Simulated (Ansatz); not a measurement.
A made-up structure of C$_{2}$H$_{4}$Zn, singlet:

C1  (-1.010, 0.491, -0.426)
C2  (0.080, 0.432, 0.341)
Zn3  (1.337, -1.032, 0.315)
H4  (-1.274, -0.292, -1.132)
H5  (0.792, -1.173, 1.738)
H6  (0.239, 1.279, 1.010)
H7  (2.330, -2.208, 0.284)
(Å)

It is relaxed with PBE-D4/def2-SVP and then PBE0-D4/def2-TZVP (Ansatz 0.2.0). Atoms count as bonded within 1.22 times the sum of their covalent radii (H–H: 0.88 Å). The end point is not checked to be a true minimum.

**Question.** Does its bonding change? (A judgement: the text doesn't fix the answer.)

**Answer.** The calculation gives: Yes. Formed: none; broken: C2–Zn3.

Where it ends: The first stage lowers the energy by 2.40 eV in 15 steps. It ends as a complex of C₂H₂ (C#C) + ZnH₂:
```
atom    x (Å)    y (Å)    z (Å)
  C1  -0.4000   0.1850  -0.6406
  C2  -0.3365   0.7680   0.4080
 Zn3   1.2597  -1.3979   0.8285
  H4  -0.4677  -0.3189  -1.5769
  H5   1.4462  -0.7699   2.2372
  H6  -0.2914   1.2980   1.3312
  H7   1.2839  -2.2684  -0.4581
```

For scale, one of the runs: PBE0-D4/def2-TZVP relaxation, 134 basis functions, launched by `ansatz run in.yaml --threads 2 --pin off --events-out ev --progress --plain --max-ram 4352MiB`. The run took about 6.5 s on 2 CPU threads of an AMD EPYC 9R45 (shared host).
